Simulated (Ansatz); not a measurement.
Geometry optimisation, RKS PBE-D4/def2-SVP in Ansatz.

The input (input.yaml):

```yaml
crystal:
  periodic: [false, false, false]
  atoms:
    - { symbol: C, position_ang: [-1.3705, 0.6958, 1.2208] }
    - { symbol: B, position_ang: [0.1432, 0.898, 1.3987] }
    - { symbol: Sb, position_ang: [1.4693, 0.8263, -0.3893] }
    - { symbol: O, position_ang: [1.1574, -1.1332, -0.6831] }
    - { symbol: C, position_ang: [0.2801, -1.2316, -1.8394] }
    - { symbol: H, position_ang: [-1.6374, -0.2334, 0.7573] }
    - { symbol: H, position_ang: [-1.7668, 1.5442, 0.5435] }
    - { symbol: H, position_ang: [-1.8859, 0.8332, 2.1871] }
    - { symbol: H, position_ang: [0.6055, 1.0729, 2.5209] }
    - { symbol: H, position_ang: [2.8887, 0.4476, 0.667] }
    - { symbol: H, position_ang: [0.0154, -2.288, -1.9868] }
    - { symbol: H, position_ang: [0.8407, -0.8284, -2.6932] }
    - { symbol: H, position_ang: [-0.7193, -0.6381, -1.6887] }
basis:
  gaussian: { orbitals: def2-SVP }
hamiltonian:
  xc: pbe
  dispersion: d4
relax:
  f_tol: 0.02
  max_steps: 50
```

Command:

```bash
$ ansatz run input.yaml --threads 2 --pin off --max-ram 3072MiB --backend cpu --events-out ev --progress --plain --runs-dir out
```

Task: Where does it end, and by what steps?

Result: The forces met the threshold. The force dipped under the threshold on the way, but the program's further checks kept it going. After 46 steps the energy has fallen by 0.599 eV; H13 moved furthest, 1.91 Å.

```json
{"step": "0", "energy less start (eV)": "0.0000", "largest force component (eV/Å)": "2.242", "accepted": "yes"}
{"step": "2", "energy less start (eV)": "-0.3972", "largest force component (eV/Å)": "0.588", "accepted": "yes"}
{"step": "4", "energy less start (eV)": "-0.4690", "largest force component (eV/Å)": "0.355", "accepted": "yes"}
{"step": "6", "energy less start (eV)": "-0.5162", "largest force component (eV/Å)": "0.510", "accepted": "yes"}
{"step": "8", "energy less start (eV)": "-0.5465", "largest force component (eV/Å)": "0.411", "accepted": "yes"}
{"step": "10", "energy less start (eV)": "-0.5572", "largest force component (eV/Å)": "0.254", "accepted": "no"}
{"step": "12", "energy less start (eV)": "-0.5676", "largest force component (eV/Å)": "0.039", "accepted": "yes"}
{"step": "14", "energy less start (eV)": "-0.5692", "largest force component (eV/Å)": "0.035", "accepted": "yes"}
{"step": "16", "energy less start (eV)": "-0.5707", "largest force component (eV/Å)": "0.035", "accepted": "yes"}
{"step": "18", "energy less start (eV)": "-0.5711", "largest force component (eV/Å)": "0.191", "accepted": "no"}
{"step": "20", "energy less start (eV)": "-0.5740", "largest force component (eV/Å)": "0.062", "accepted": "yes"}
{"step": "22", "energy less start (eV)": "-0.5764", "largest force component (eV/Å)": "0.106", "accepted": "yes"}
{"step": "24", "energy less start (eV)": "-0.5761", "largest force component (eV/Å)": "0.308", "accepted": "no"}
{"step": "26", "energy less start (eV)": "-0.5798", "largest force component (eV/Å)": "0.036", "accepted": "yes"}
{"step": "28", "energy less start (eV)": "-0.5805", "largest force component (eV/Å)": "0.306", "accepted": "no"}
{"step": "30", "energy less start (eV)": "-0.5829", "largest force component (eV/Å)": "0.016", "accepted": "yes"}
{"step": "32", "energy less start (eV)": "-0.5862", "largest force component (eV/Å)": "0.142", "accepted": "yes"}
{"step": "34", "energy less start (eV)": "-0.5899", "largest force component (eV/Å)": "0.120", "accepted": "yes"}
{"step": "36", "energy less start (eV)": "-0.5931", "largest force component (eV/Å)": "0.072", "accepted": "yes"}
{"step": "38", "energy less start (eV)": "-0.5958", "largest force component (eV/Å)": "0.065", "accepted": "yes"}
{"step": "40", "energy less start (eV)": "-0.5977", "largest force component (eV/Å)": "0.050", "accepted": "yes"}
{"step": "42", "energy less start (eV)": "-0.5982", "largest force component (eV/Å)": "0.028", "accepted": "yes"}
{"step": "44", "energy less start (eV)": "-0.5990", "largest force component (eV/Å)": "0.046", "accepted": "yes"}
{"step": "46", "energy less start (eV)": "-0.5994", "largest force component (eV/Å)": "0.015", "accepted": "yes"}
```

```xyz
13
Properties=species:S:1:pos:R:3
C -1.239 0.516 1.689
B 0.115 1.253 1.499
Sb 1.205 1.079 -0.469
O -0.005 -0.474 -1.039
C 0.384 -1.251 -2.147
H -1.391 -0.331 0.991
H -2.000 1.290 1.411
H -1.470 0.236 2.737
H 0.595 1.992 2.344
H 2.398 0.134 0.409
H -0.456 -1.939 -2.393
H 1.284 -1.887 -1.949
H 0.601 -0.653 -3.068
```

Whether the end is a true minimum wasn't checked by a vibrational analysis.

Time of the run: 62 s on 2 threads of Intel(R) Xeon(R) 6975P-C (Granite Rapids), with other jobs on the host, peak memory 0.19 GiB.
